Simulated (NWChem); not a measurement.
System: CHBrF$_{2}$; SMILES FC(Br)F

Output (shortened):

```
             Northwest Computational Chemistry Package (NWChem) 7.3.0
             --------------------------------------------------------

 CS  symmetry detected

                             Geometry "geometry" -> ""
                             -------------------------

 Output coordinates in angstroms (scale by  1.889725989 to convert to a.u.)

  No.       Tag          Charge          X              Y              Z
 ---- ---------------- ---------- -------------- -------------- --------------
    1 F                    9.0000    -0.14326467    -1.50356840     1.07960200
    2 C                    6.0000     0.37677544    -0.93452436     0.00000000
    3 F                    9.0000    -0.14326467    -1.50356840    -1.07960200
    4 Br                  35.0000    -0.03297207     0.96315678     0.00000000
    5 H                    1.0000     1.47213397    -1.03910996     0.00000000

 Effective nuclear repulsion energy (a.u.)     258.9301016495

      Symmetry information
      --------------------

 Group name             Cs
 Group number              2
 Group order               2
 No. of unique centers     4

                                 NWChem DFT Module
                                 -----------------

 Summary of "ao basis" -> "ao basis" (spherical)
 ------------------------------------------------------------------------------
       Tag                 Description            Shells   Functions and Types
 ---------------- ------------------------------  ------  ---------------------
 F                         def2-svpd                 9       23   4s3p2d
 C                         def2-svpd                 8       20   4s2p2d
 Br                        def2-svpd                15       41   6s5p4d
 H                         def2-svpd                 4        8   2s2p

      Symmetry analysis of basis
      --------------------------

        a'         71
        a"         44

            General Information
            -------------------
          SCF calculation type: DFT
          Wavefunction type:  closed shell.
          No. of atoms     :     5
          No. of electrons :    60
           Alpha electrons :    30
            Beta electrons :    30
          Charge           :     0
          Spin multiplicity:     1
          Use of symmetry is: on ; symmetry adaption is: on
          Maximum number of iterations: 150
          AO basis - number of functions:   115
                     number of shells:    45
          Convergence on energy requested:  1.00D-06
          Convergence on density requested:  1.00D-05
          Convergence on gradient requested:  5.00D-04

              XC Information
              --------------
                         B3LYP Method XC Potential
                     Hartree-Fock (Exact) Exchange  0.200
                        Slater Exchange Functional  0.800 local
                    Becke 1988 Exchange Functional  0.720 non-local
              Lee-Yang-Parr Correlation Functional  0.810
                  VWN I RPA Correlation Functional  0.190 local

             Grid Information
             ----------------
          Grid used for XC integration:  medium
          Radial quadrature: Mura-Knowles
          Angular quadrature: Lebedev.
          Tag              B.-S. Rad. Rad. Pts. Rad. Cut. Ang. Pts.
          ---              ---------- --------- --------- ---------
          F                   0.50       49          11.0       434
          C                   0.70       49          10.0       434
          Br                  1.15      112          10.0       590
          H                   0.35       45          11.0       434
          Grid pruning is: on
          Number of quadrature shells:   255
          Spatial weights used:  Erf1

      Superposition of Atomic Density Guess
      -------------------------------------

 Sum of atomic energies:       -2808.80709192

      Non-variational initial energy
      ------------------------------

 Total energy =   -2809.909155
 1-e energy   =   -4426.795292
 2-e energy   =    1357.956036
 HOMO         =      -0.377008
 LUMO         =       0.050538

      Symmetry analysis of molecular orbitals - initial
      -------------------------------------------------

  Numbering of irreducible representations:

     1 a'          2 a"

  Orbital symmetries:

     1 a'          2 a'          3 a'          4 a'          5 a"
     6 a'          7 a"          8 a'          9 a'         10 a'
    11 a'         12 a"         13 a'         14 a'         15 a"
    16 a"         17 a'         18 a'         19 a"         20 a'
    21 a'         22 a"         23 a'         24 a'         25 a"
    26 a"         27 a'         28 a'         29 a"         30 a'
    31 a'         32 a'         33 a'         34 a"         35 a'
    36 a'         37 a"         38 a'         39 a"         40 a'

     ---------------------------------------------
      Total Density - Mulliken Population Analysis
     ---------------------------------------------

    Atom       Charge   Shell Charges
 -----------   ------   -------------------------------------------------------
    1 F    9     9.55   1.99  1.15  0.77  0.02  3.45  2.04  0.12  0.00  0.01
    2 C    6     4.49   1.99  0.85  0.02 -0.06  1.28  0.39  0.10 -0.08
    3 F    9     9.55   1.99  1.15  0.77  0.02  3.45  2.04  0.12  0.00  0.01
    4 Br  35    35.40   2.00  2.00  2.00  1.38  0.56  0.00  6.00  5.99  2.39  2.92  0.13  8.23  1.73  0.06  0.01
    5 H    1     1.02   0.72  0.24  0.02  0.04

[...]
```

Level: B3LYP/def2-SVPD. All runs use the structure optimised with PBE0/def2-SVP.

Problem. Reconstruct the input file.

Solution. One answer among several that fit: the input that was run:
```
start job
memory heap 200 mb stack 900 mb global 1100 mb
geometry units angstroms noautoz
  F     -0.146487     1.509083     1.079602
  C      0.377340     0.943523     0.000000
  F     -0.146487     1.509083    -1.079602
  Br    -0.019731    -0.956851     0.000000
  H      1.471976     1.055418     0.000000
end
basis spherical
  * library def2-svpd
end
dft
  xc b3lyp
  iterations 150
  mulliken
end
task dft energy
```
